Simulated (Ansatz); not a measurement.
Reaction R1 + R2 → 2 P1, each structure at its B3LYP-D3(BJ)/def2-TZVP stationary point, reached from a drawn start (curvature not checked).
P1, NO (SMILES [N]=O) (charge 0, multiplicity 2):
```xyz
2

N      0.000     0.000    -0.572
O      0.000     0.000     0.572
```
R1: N2 (SMILES N#N), charge 0, multiplicity 1.
R2: O2 (SMILES O=O), charge 0, multiplicity 3.

P less R. No zero-point or thermal terms; singlets are restricted closed shells; open shells are unrestricted; no spin–orbit coupling.

Correlated levels freeze the cores.

Run with Ansatz (an electronic-structure program). All values are computed, each at the level named.

Total energies in hartree:

```json
[
 {"structure": "P1", "PBE/def2-TZVPP": "-129.815788", "PBE0/def2-TZVPP": "-129.806542", "CCSD(T)/cc-pVQZ": "-129.754347"},
 {"structure": "R1", "PBE/def2-TZVPP": "-109.451607", "PBE0/def2-TZVPP": "-109.446290", "CCSD(T)/cc-pVQZ": "-109.404155"},
 {"structure": "R2", "PBE/def2-TZVPP": "-150.248609", "PBE0/def2-TZVPP": "-150.235396", "CCSD(T)/cc-pVQZ": "-150.173871"}
]
```

Work out the reaction energy at each level in kcal/mol (1 hartree = 627.50947 kcal/mol), and say how far PBE/def2-TZVPP lies from CCSD(T)/cc-pVQZ.


- PBE/def2-TZVPP: 2 × (-129.815788) − (-109.451607) − (-150.248609) = 0.068640 hartree = 43.07 kcal/mol
- PBE0/def2-TZVPP: 2 × (-129.806542) − (-109.446290) − (-150.235396) = 0.068602 hartree = 43.05 kcal/mol
- CCSD(T)/cc-pVQZ: 2 × (-129.754347) − (-109.404155) − (-150.173871) = 0.069332 hartree = 43.51 kcal/mol
PBE/def2-TZVPP less CCSD(T)/cc-pVQZ: -0.44 kcal/mol. CCSD(T)/cc-pVQZ is the level counted from, the highest shown, and no exact or measured value.
